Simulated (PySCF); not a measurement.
Te(Br)(OSiH3) (BrH3OSiTe), SMILES [SiH3]O[Te]Br.

Coordinates come from a B3LYP-D3(BJ)/def2-SVP optimisation. The structure was generated by enumeration, and PubChem lists no compound with its InChIKey, so it may never have been made. The def2 effective core potentials stand for the cores of Te; spin–orbit coupling is left out. Other conformers were not sampled.

Level of theory: PBE/def2-TZVP in PySCF.

Computed frontier levels, gap, dipole moment and polarisability:
| Item | Value |
|---|---|
| highest occupied level | -5.36 eV |
| lowest empty level | -3.56 eV |
| orbital gap | 1.80 eV |
| dipole moment | 1.42 D |
| quadrupole, principal values (traceless, Buckingham form, about the centre of nuclear charge) | -6.05, 0.08, 5.97 D·Å |
| mean static polarisability | 88.6 bohr³ (13.12 Å³) |
| polarisability, principal values | 64.7, 88.6, 112.4 bohr³ |
